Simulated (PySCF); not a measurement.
These are PBE-D3(BJ)/def2-TZVP // PBE0-D4/def2-TZVP run with PySCF 2.14.0 values and carry that method's errors. Isolated molecules, 0 K electronic values unless said otherwise. One relaxed conformer stands for a flexible species; it need not be the lowest. 

Reference species (SMILES): `NB(S)N` (N–B–S–H torsion 180°) (neutral, multiplicity 1).

```json
{
 "S1 oscillator strength": "0.001",
 "HOMO–LUMO gap": "5.16 eV"
}
```

Changed species: `NB(N)N` (0 of 3 NH2 replaced by SH; the reference has 1 of 3 NH2 replaced by SH).

Problem. Give the shifts of the S1 oscillator strength and HOMO–LUMO gap.

Solution. the S1 oscillator strength stays essentially unchanged; the HOMO–LUMO gap is nearly the same.
